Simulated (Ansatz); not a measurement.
Two isomers of CH10B2Si2: A = `B[SiH](B)[SiH2]C`, B = `BC([SiH3])B[SiH3]`.

Gas-phase electronic energies from Ansatz, PBE0-D4/def2-TZVP geometries. CCSD(T)/CBS is the MP2 limit (def2-TZVPP, def2-QZVPP) plus CCSD(T) − MP2 in def2-TZVPP, frozen cores. Functionals use def2-TZVPP. B3LYP here is the variant with VWN-RPA as its local correlation; programs differ in this. One conformer a species, not always the lowest.

A:

Z-matrix (Å, degrees):
```
Si
B 1 1.977
Si 1 2.384 2 97.1
B 1 1.977 2 117.4 3 -100.7
H 1 1.490 2 116.9 3 113.0
H 2 1.197 1 119.0 3 68.9
H 2 1.195 1 122.6 3 -107.3
C 3 1.873 1 112.2 2 -57.6
H 3 1.490 1 108.0 2 64.6
H 3 1.490 1 108.2 2 -179.8
H 4 1.195 1 122.5 2 -152.5
H 4 1.197 1 119.1 2 31.7
H 8 1.092 3 110.9 1 60.4
H 8 1.092 3 110.9 1 -59.6
H 8 1.093 3 110.2 1 -179.6
```

B:

```xyz
15

B    -0.736    0.204   -1.757
C     0.286    0.875   -0.841
Si   -0.598    1.429    0.760
B     1.127   -0.094    0.026
Si    0.477   -1.878    0.732
H    -0.892    0.577   -2.884
H    -1.379   -0.726   -1.360
H     0.824    1.740   -1.234
H     0.251    1.052    1.935
H    -1.929    0.805    0.922
H    -0.687    2.909    0.728
H     2.259    0.213    0.276
H     0.777   -2.914   -0.300
H     1.203   -2.254    1.976
H    -0.984   -1.938    1.019
```

(1) Which is lower in electronic energy at CCSD(T)/CBS, and by how much? (An estimate is asked.)

(2) Give E(B) − E(A) in kcal/mol with B2PLYP, CCSD(T)/def2-TZVPP, r2SCAN-D4, B3LYP, B3LYP-D4, PBE-D4, CCSD/def2-TZVPP. (Estimate.)

Largest T1 diagnostic: 0.015.

Results:

(1) Ansatz gave: B, by 13.9 kcal/mol.

(2) The calculation gave: B2PLYP -12.9, CCSD(T)/def2-TZVPP -13.9, r2SCAN-D4 -12.0, B3LYP -10.9, B3LYP-D4 -12.2, PBE-D4 -10.5, CCSD/def2-TZVPP -13.6. None reverses the order clearly.

In def2-TZVPP, CCSD(T) changes the Hartree–Fock value by −1.3 kcal/mol (the triples alone add −0.2 kcal/mol) and MP2 by −3.9 kcal/mol. From PBE to PBE0 (25 % exact exchange), in def2-TZVPP and without D4, E(B) − E(A) moves by −1.5 kcal/mol.
